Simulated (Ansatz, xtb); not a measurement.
**CH5BrSi2: which of two isomers lies lower**

Structure a: `Br[Si@@H]1C[SiH2]1`, a singlet. Structure b: `[SiH3]C[Si]Br`, a singlet. Both are isolated molecules in the gas phase, relaxed with B3LYP-D3(BJ)/def2-SVP; the shapes shown needn't be the lowest conformers.

a (Å):

```xyz
9

C    -1.0822    1.6576    0.5087
Br   -4.2439    0.3454   -0.2656
Si   -2.9532    1.9024    0.6974
Si   -1.5170    1.3756    2.3648
H    -3.4961    3.2582    0.4344
H    -0.4824    2.5404    0.2455
H    -0.7432    0.7705   -0.0442
H    -1.0145    2.3857    3.3327
H    -1.3897   -0.0225    2.8480
```

b (Å):

```
atom    x (Å)    y (Å)    z (Å)
   C   0.4302  -0.3684   1.4097
  Br  -2.6187  -0.9370   2.1727
  Si   0.1162   1.3899   0.7534
  Si  -0.8756  -1.6310   0.8544
   H  -0.9325   2.0603   1.5668
   H   1.3763   2.1869   0.7981
   H  -0.3461   1.3275  -0.6663
   H   0.4812  -0.2928   2.5104
   H   1.4131  -0.7023   1.0307
```

Q: Estimate which is lower in electronic energy at CCSD(T)/def2-SVP + ΔMP2/def2-TZVPP, and by roughly how much.

A: The CCSD(T)/def2-SVP + ΔMP2/def2-TZVPP calculation puts structure b lower, by 2.8 kcal/mol.

The same difference at several levels:

| level | geometry | E(b) − E(a) (kcal/mol) | departure from the last row (kcal/mol) | job, with rough time for the two |
| --- | --- | --- | --- | --- |
| B3LYP-D3(BJ)/def2-SVP | B3LYP-D3(BJ)/def2-SVP | −5.1 | −2.3 | optimisation, 6.9 min |
| HF/def2-SVP | B3LYP-D3(BJ)/def2-SVP | −7.0 | −4.2 | part of the CCSD(T) run |
| MP2/def2-SVP | B3LYP-D3(BJ)/def2-SVP | −2.2 | +0.6 | part of the CCSD(T) run |
| CCSD(T)/def2-SVP | B3LYP-D3(BJ)/def2-SVP | −4.8 | −2.0 | single point |
| CCSD(T)/def2-SVP + ΔMP2/def2-TZVPP | B3LYP-D3(BJ)/def2-SVP | −2.8 |  | single point, 2.3 min |

As drawn, a has 1 Si–Si more. Structure a has a 3-membered ring, b no ring.

None of the levels shown reverses the order. The largest departure from CCSD(T)/def2-SVP + ΔMP2/def2-TZVPP is that of HF/def2-SVP, 4.2 kcal/mol. Levels run at GFN2-xTB geometries aren't shown. The last row adds to CCSD(T) the change of the MP2 difference between the two basis sets, here +2.0 kcal/mol.

With harmonic frequencies from B3LYP-D3(BJ)/def2-SVP (ideal gas, rigid rotor, one conformer each, 400 K, 1 atm): on the last row, ΔE + ΔZPE = −2.6 kcal/mol. A mode under 50 cm⁻¹ makes harmonic enthalpies and free energies unreliable, so none is given.

The correlated steps freeze 20 core orbitals; the filled d shell of Br is correlated, in a basis made for valence electrons. Codes used: Ansatz 0.2.0; the last row on 2 threads of AMD EPYC (Zen 3) on a shared host.
